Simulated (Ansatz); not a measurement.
A nudged elastic band was laid between two geometries of CH₇IOSi₂ (12 atoms, charge 0, multiplicity 1).

Theory: Ansatz 0.2.0, RKS r2SCAN/def2-SVP.

```yaml
movable_images: 7
climbing_image: yes
spring: 5.0 eV/Å²
optimiser: quadratic models (default)
start_path: through a guess of the saddle point
force_threshold: 0.05 eV/Å
iteration_limit: 43
end_points: relaxed
```

Initial state:

```xyz
12
Properties=species:S:1:pos:R:3
C -1.128 1.272 -0.388
Si 0.433 0.249 -0.248
O 0.994 -0.259 -1.732
Si 0.227 -1.668 1.076
I 2.141 1.711 0.836
H -1.484 1.579 0.608
H -0.958 2.185 -0.982
H -1.920 0.680 -0.877
H 1.242 0.426 -2.366
H -0.780 -2.607 0.488
H -0.235 -1.264 2.439
H 1.545 -2.360 1.181
```

Final state:

```xyz
12
Properties=species:S:1:pos:R:3
C -1.217 1.332 -0.356
Si 0.367 0.361 -0.277
O 0.820 0.072 -1.856
Si 0.259 -1.614 0.989
I 2.103 1.743 0.863
H -1.567 1.601 0.652
H -1.068 2.258 -0.935
H -1.997 0.733 -0.854
H 1.652 -0.398 -1.987
H -0.765 -2.552 0.428
H -0.100 -1.299 2.405
H 1.591 -2.294 0.962
```

Q: What changes between the two ends?

A: No bond is made or broken. The dihedral I5–Si2–O3–H9 goes from -57 to 60°.

Q: Give the energies along the band, and the barrier.

A: The run converged. The highest image is number 4 of 0 to 8, 0.4 kcal/mol above the first end and 1.3 kcal/mol above the last; the last end lies 0.9 kcal/mol below the first. A vibrational analysis at the climbing image gives one clearly imaginary mode, 220i cm⁻¹: a first-order saddle point.

| image | path coordinate (Å) | energy (kcal/mol) | dihedral I5–Si2–O3–H9 (°) |
| --- | --- | --- | --- |
| 0 | 0.00 | 0.0 | -57 |
| 1 | 0.14 | 0.0 | -47 |
| 2 | 0.28 | 0.2 | -37 |
| 3 | 0.42 | 0.3 | -24 |
| 4 | 0.56 | 0.4 | -11 |
| 5 | 0.79 | 0.1 | 12 |
| 6 | 1.01 | -0.4 | 33 |
| 7 | 1.23 | -0.8 | 49 |
| 8 | 1.46 | -0.9 | 60 |

Q: What is the geometry of the highest image?

A: 
```xyz
12
Properties=species:S:1:pos:R:3:forces:R:3
C -1.186 1.280 -0.354 0.02 -0.02 0.00
Si 0.382 0.269 -0.289 -0.01 0.00 -0.01
O 0.865 -0.182 -1.820 0.01 0.01 0.01
Si 0.216 -1.646 1.054 0.00 0.00 0.00
I 2.168 1.695 0.709 0.00 0.00 0.00
H -1.520 1.555 0.659 -0.01 0.01 0.00
H -1.036 2.203 -0.936 0.00 0.00 0.00
H -1.983 0.690 -0.838 0.00 0.00 0.00
H 1.637 0.262 -2.192 -0.01 -0.01 -0.01
H -0.799 -2.593 0.492 0.00 0.00 0.00
H -0.208 -1.258 2.434 0.00 0.00 0.00
H 1.542 -2.330 1.116 0.00 0.00 0.00
```

Q: What are the harmonic wavenumbers there?

A: 220i, 87, 117, 130, 164, 172, 189, 229, 315, 444, 503, 512, 703, 737, 781, 800, 857, 910, 928, 933, 1248, 1417, 1418, 2204, 2218, 2231, 3032, 3140, 3153, 3877 cm⁻¹.

Time of the run: 3.9 min on 2 threads of Intel(R) Xeon(R) Platinum 8488C (Sapphire Rapids), on a shared host, peak memory 0.21 GiB.
